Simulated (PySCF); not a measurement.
## Unknown compound

Molecular formula: C7H8NOP. Simulated spectra:

¹H NMR (600 MHz, computed): δ 8.21 (m, 1H), 2.95 (m, 1H), 1.36 (d, 6H).

¹³C{¹H} NMR (computed): δ 217.5 (C), 160.3 (CH), 118.6 (C), 118.5 (C), 35.4 (CH), 22.8 (CH3, 2C).

A single conformation, relativity neglected, in vacuum, rapidly exchanging positions averaged. Structure optimised with PBE0-D3(BJ)/def2-SVP; shieldings: GIAO PBE0/pcSseg-1; PySCF 2.14.0 with density-fitted response routines.

References, each an isolated molecule treated in the same way: TMS for ¹H (31.27 ppm) and ¹³C (184.41 ppm).

Question: What is the structure?

Answer: 
1. 6 carbon signals for 7 carbons: some carbons are equivalent by symmetry or fast rotation.
2. Carbon types of the structure: 3 × C, 2 × CH, 2 × CH3, which accounts for all hydrogens.
3. δC 217.5: substituted aromatic carbon next to the ring oxygen.
4. δC 160.3: aromatic CH next to the ring oxygen.
5. δC 118.6: nitrile carbon; typical of a nitrile.
6. δC 118.5: substituted aromatic carbon.
7. δC 35.4: sp3 CH on an aromatic ring; aliphatic region, no heteroatom directly attached.
8. δH 8.21: hydrogen on an aromatic CH next to the ring oxygen; the ring current deshields protons in the ring plane.
9. δH 2.95: hydrogen on an sp3 CH on an aromatic ring; benzylic-type position, deshielded by the ring.

The compound is `C(c1coc(C(C)C)p1)#N`.

The shifts were computed for this structure.

Splittings by ³¹P in the carbon and heteronuclear signals aren't shown, as no couplings were computed. Shifts are as computed. Against solution values, carbons near 30 ppm lie about +2 ppm off and those near 130 ppm about +5 ppm. Of 1313 compounds with measured shifts, 239 miss one by over three times the rms of a fit or turn the order of signals round; such compounds aren't used in these exercises. No couplings were computed; multiplicities are counted from neighbouring protons, with m where these are inequivalent, close in shift, in a saturated or five-membered ring or joined by F or P, and br s for small geminal =CH2 splittings.
